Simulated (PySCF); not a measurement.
PySCF input for 3,3,3-trifluoroprop-1-yne (C₃HF₃), SMILES C#CC(F)(F)F, KT2/pcSseg-1. Coordinates come from a B3LYP-D3(BJ)/def2-SVP optimisation.

```python
import numpy as np
from pyscf import gto, scf, dft
from pyscf.prop.nmr import rks as nmr

mol = gto.M(
    atom='''
    C    -0.00000000    0.00000000   -2.33754296
    C     0.00000000    0.00000000   -1.13039702
    C     0.00000000   -0.00000000    0.33905390
    F     1.08289016    0.62520692    0.82170046
    F    -0.00000000   -1.25041385    0.82170046
    F    -1.08289016    0.62520692    0.82170047
    H     0.00000000   -0.00000000   -3.41259601
    ''',
    basis='pcSseg-1',
    charge=0,
    spin=0,
    max_memory=1600,
    verbose=3,
)
mf = dft.RKS(mol, xc='kt2')
mf.grids.level = 3
mf.conv_tol = 1e-10
mf.max_cycle = 100
mf.kernel()
n = nmr.NMR(mf)
n.verbose = 2
n.max_cycle_cphf = 60
sigma = n.kernel()
print('atom   isotropic/ppm   span/ppm')
for i, s in enumerate(sigma):
    w = np.linalg.eigvalsh((s + s.T) / 2)
    print(f'{mol.atom_symbol(i):2s}{i + 1:3d} {w.mean():14.3f} {w[2] - w[0]:11.3f}')
```

Program output:

```
converged SCF energy = -420.233999382047
atom   isotropic/ppm   span/ppm
C   1        111.423     194.295
C   2        115.662     270.236
C   3         62.720      15.117
F   4        216.471     198.250
F   5        216.469     198.248
F   6        216.471     198.250
H   7         28.555      13.667
```

Self-consistency was reached.

Cost: roughly 17 core-seconds.
